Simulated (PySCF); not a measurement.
Dipole response of N⁺ (nitrogen, charge +1)

[He] 2s2 2p2, high-spin 3P determinant. All numbers are calculated (PySCF 2.14, the non-relativistic Hamiltonian (point nucleus), in def2-TZVPPD (6s3p3d1f, 37 functions)). Coupled (time-dependent) response in atomic units; α is the mean over directions.

```tsv
method	mean α (bohr³)	α xx, yy, zz	C₆ (like pair)	S(−4)
UHF	3.915	3.981, 3.883, 3.883	8.177	13.39
PBE	3.921	3.921, 3.921, 3.921	8.481	10.50
PBE0	3.866	3.888, 3.856, 3.856	8.286	10.53
B3LYP	3.835	3.864, 3.821, 3.821	8.215	9.989
wB97M-V	3.839	3.867, 3.826, 3.826	8.309	9.381
```

S(−4) is the Cauchy moment in α(ω) = α(0) + S(−4) ω² + …

α(iu) at PBE0:

| u (hartree) | α(iu) (bohr³) |
| --- | --- |
| 0 | 3.866 |
| 0.0500 | 3.840 |
| 0.100 | 3.766 |
| 0.200 | 3.508 |
| 0.300 | 3.177 |
| 0.500 | 2.518 |
| 0.750 | 1.876 |
| 1.00 | 1.430 |
| 1.50 | 0.8954 |
| 2.00 | 0.6070 |
| 3.00 | 0.3274 |
| 5.00 | 0.1377 |

A single London oscillator, α(iu) = α/(1 + u²/ω²), gives C₆ = (3/4) ω α². Matching the computed C₆ needs ω = 4 × 8.286 / (3 × 3.866²) = 0.739 hartree.

For an ion, C₆ is the dispersion term alone; charge-induced terms of lower order in 1/R come first.

The components differ because the open shell of this determinant is not spherical; for a pure term their mean is the scalar polarisability.
